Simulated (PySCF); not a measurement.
SMILES Cc1ccccc1S (C₇H₈S), singlet (GFN2-xTB optimised geometry):

```
16

C     -1.573    -2.024     0.001
C     -0.822    -0.730     0.000
C     -1.476     0.492     0.001
C     -0.773     1.684     0.002
C      0.611     1.667     0.001
C      1.286     0.460     0.000
C      0.575    -0.730     0.000
S      1.415    -2.291     0.000
H     -2.645    -1.853    -0.022
H     -1.326    -2.601     0.892
H     -1.290    -2.624    -0.864
H     -2.557     0.506     0.001
H     -1.304     2.624     0.004
H      1.170     2.590     0.001
H      2.367     0.445    -0.001
H      2.645    -1.782     0.000
```

Level of theory: CAM-B3LYP/def2-TZVP (PySCF).

Problem. What are the frontier orbital energies and the dipole moment?

Solution. HOMO-2 -9.92 eV, HOMO-1 -8.43 eV, HOMO -7.47 eV, LUMO 0.80 eV, LUMO+1 0.94 eV; dipole moment 0.73 D.

Meta-Löwdin charges at CAM-B3LYP/def2-TZVP: C1 -0.34, C2 0.02, C3 -0.12, C4 -0.13, C5 -0.12, C6 -0.13, C7 -0.07, S8 -0.02, H9 0.12, H10 0.13, H11 0.13, H12 0.11, H13 0.12, H14 0.12, H15 0.11, H16 0.09.
